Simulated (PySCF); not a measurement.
Input for PySCF: U-HF/LANL2DZ on ClGaH2 (SMILES [Cl][GaH2]), a point of a bond scan (R = 1.949 Å).

```python
from pyscf import gto, scf, dft, mp
from pyscf.data.elements import chemcore

mol = gto.M(
    atom='''
    Ga   -0.00289679   -0.23188832   -0.67116797
    H    -1.40910429   -0.31184703   -1.33456264
    H     1.39793515   -0.58224349   -1.25325605
    Cl    0.00505577    0.40471502    1.17139045
    ''',
    basis='lanl2dz',
    ecp={'Cl': 'lanl2dz', 'Ga': 'lanl2dz'},
    charge=0, spin=0, verbose=3, max_memory=1800)
mf = scf.UHF(mol)
mf.conv_tol = 1e-8
mf.max_cycle = 100
mf.init_guess_breaksym = True
mf.kernel()
if not mf.converged:
    mf = mf.newton().run(mf.mo_coeff, mf.mo_occ)
for _ in range(4):
    mo, _, stable, _ = mf.stability(return_status=True)
    if stable:
        break
    mf.kernel(mf.make_rdm1(mo, mf.mo_occ))
```

Output:

```
converged SCF energy = -17.8492137657147  <S^2> = 1.8775097e-09  2S+1 = 1
<class 'pyscf.scf.uhf.UHF'> wavefunction is stable in the internal stability analysis
```

The calculation finished and met its thresholds.

Cost: very roughly 0.5 core-seconds.
